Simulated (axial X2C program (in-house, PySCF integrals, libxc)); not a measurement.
Values are calculated unless marked as measured or tabulated.
## SiSe⁻: input and output of an EOM-EA-CCSD run

Program: an axial X2C code built on PySCF integrals.

Input and command:
```json
{"zs": [34, 14], "q": -1, "bas": ["dyall-acv3z", "dyall-av3z"], "r0": 2.14, "eom": "ea", "thr": -2.0, "nmax": 92, "grid": [1, 0.96, 1.045, 0.92, 1.09, 1.15], "rq": 0}
```
```bash
python soeom.py task.json out
```

Keys: zs atomic numbers; q charge; bas basis sets; r0 starting distance in Å; eom kind of EOM run; thr threshold in hartree for freezing inner shells (an s shell follows its p shell); nmax most natural virtual spinors; grid distances as factors; rq charge at which the geometry is sought.

Output at R = 2.064 Å (near the PBE0 minimum at charge 0 of the determinant lowest at the starting distance; the state shown can have its own minimum elsewhere), reference SiSe:

```
two-component X2C + atomic mean field  HF
basis functions 180  fitting functions 995  grid points 5077
iter        total energy     max residual
   1      -2716.847094243     1.29e-01
   2      -2716.869651464     6.18e-03
   3      -2716.870498803     4.52e-03
   4      -2716.870806038     1.13e-03
   5      -2716.870857919     4.12e-04
   6      -2716.870868177     1.51e-04
   7      -2716.870869698     6.48e-05
   8      -2716.870869962     1.29e-05
   9      -2716.870869982     7.08e-06
  10      -2716.870869985     3.95e-06
  11      -2716.870869987     1.68e-06
converged
one-electron -4023.69715407  Coulomb 1292.99288569  exact exchange -107.27326872  xc functional 0.00000000  nuclear repulsion 122.03893043  atomic mean-field constant -0.93226331
correlated 10  virtual 248  natural virtual 92  E(MP2) -0.246711246  MP2 remainder -0.024460376
iter   CCSD correlation   residual
   1     -0.233082161   1.51e-01
   2     -0.241127626   6.46e-02
   3     -0.243927715   2.84e-02
   4     -0.243983876   8.59e-03
   5     -0.244046228   3.09e-03
   6     -0.244047386   1.09e-03
   7     -0.244049196   2.82e-04
   8     -0.244051451   9.34e-05
   9     -0.244050632   3.61e-05
  10     -0.244050857   1.75e-05
  11     -0.244050587   9.61e-06
  12     -0.244050593   4.81e-06
(T) -0.014612486  T1 0.0347  D1 0.0532  max T2 0.049
EOM-EA-CCSD roots
2*Omega      energy/Eh   energy/eV  one-particle weight
    1      -0.01550614     -0.4219      0.940
    1       0.02912835      0.7926      0.986
    1       0.03156544      0.8589      0.985
    1       0.04255556      1.1580      0.988
    1       0.07279595      1.9809      0.986
    3      -0.01339609     -0.3645      0.941
    3       0.04251718      1.1570      0.988
    3       0.08885357      2.4178      0.988
    3       0.12216634      3.3243      0.944
    5       0.12190523      3.3172      0.945
    5       0.19296219      5.2508      0.038
    7       0.21399482      5.8231      0.000
```
T1 in the output is the amplitude norm over the root of the electron number; divide by √2 for the Lee–Taylor value.

Reference electrons by ω block (each with its −ω partner): 1/2: 17, 3/2: 6, 5/2: 1. Root energies count from the CCSD energy of the reference. Roots of positive energy are unbound. The reference need not be the lowest state of its species. All roots sought are printed; those with a small one-particle weight need a further excitation, are placed far too high, and may in truth lie low or lowest. Inner shells are frozen, and levels at this size can be off by some tenths of an eV.
